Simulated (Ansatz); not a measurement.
B2O2, charge -1, doublet, at a GFN2-xTB geometry (a state made from the parent by changing its charge; the spin is typed, not shown lowest) (a gas-phase anion, which may not be bound at this level); CCSD(T)/STO-3G in Ansatz (a first-principles code).

Ansatz was given this input:
Ansatz 0.2 input:
```yaml
crystal:
  periodic: [false, false, false]
  atoms:
    - {symbol: O, position_ang: [-0.00000000, -0.00000000, -2.02743038]}
    - {symbol: B, position_ang: [-0.00000000, -0.00000000, -0.76353565]}
    - {symbol: B, position_ang: [0.00000000, 0.00000000, 0.76353565]}
    - {symbol: O, position_ang: [0.00000000, 0.00000000, 2.02743038]}
basis:
  gaussian:
    orbitals: STO-3G
total_charge: -1
magnetization: {spin_polarized: true, initial_magnetization: 1}
correlation: {method: ccsd_t}
```

The log (banner, timings and long lists left out):

```
Functional definition: HF
277 factors; integrals over basis functions are off by at most 1.8e-4 eV
mean field evaluation 1: about -5338.0740 eV, gradient 2.2e1 eV
mean field evaluation 2: about -5338.1283 eV, gradient 2.2e1 eV
mean field evaluation 4: about -5341.4934 eV, gradient 1.6e0 eV
mean field evaluation 8: about -5341.5309 eV, gradient 2.5e-2 eV
mean field evaluation 16: about -5341.4755 eV, gradient 4.9e-1 eV
mean field evaluation 32: about -5341.4388 eV, gradient 7.8e-1 eV
mean field evaluation 64: about -5341.5334 eV, gradient 2.2e-2 eV
mean field -5341.53092054 eV, -196.2976407103 hartree, gradient 1.3e-6 eV, S^2 0.759501; 6 other end points of the search recorded, 0 dependent functions left out
4 core orbitals not correlated
reference -5341.53092054 eV, -196.2976407103 hartree; 10, 9 occupied and 6, 7 virtual orbitals, 277 factors
second order -5.76109560 eV of doubles, -0.00000000 eV of singles
cycle   1  -5.55539753 eV  change    2.1e-1 eV  update   1.6e-1
cycle   2  -6.01827523 eV  change   -4.6e-1 eV  update   5.2e-2
cycle   3  -6.10510389 eV  change   -8.7e-2 eV  update   2.5e-2
cycle   4  -6.12560093 eV  change   -2.0e-2 eV  update   6.3e-3
cycle   5  -6.13146980 eV  change   -5.9e-3 eV  update   2.7e-3
cycle   6  -6.13099065 eV  change    4.8e-4 eV  update   9.9e-4
cycle   7  -6.13095957 eV  change    3.1e-5 eV  update   4.0e-4
cycle   8  -6.13111927 eV  change   -1.6e-4 eV  update   1.7e-4
cycle   9  -6.13116116 eV  change   -4.2e-5 eV  update   7.1e-5
cycle  10  -6.13117294 eV  change   -1.2e-5 eV  update   2.9e-5
cycle  11  -6.13116431 eV  change    8.6e-6 eV  update   1.2e-5
perturbative correction -0.44081528 eV, -0.0161996627 hartree
WARN: the results are in doubt because among natural orbitals full CI differs from the method by -0.097 eV
Total energy: -5348.10290014 eV, -196.5391565056 hartree
In doubt: among natural orbitals full CI differs from the method by -0.097 eV
```
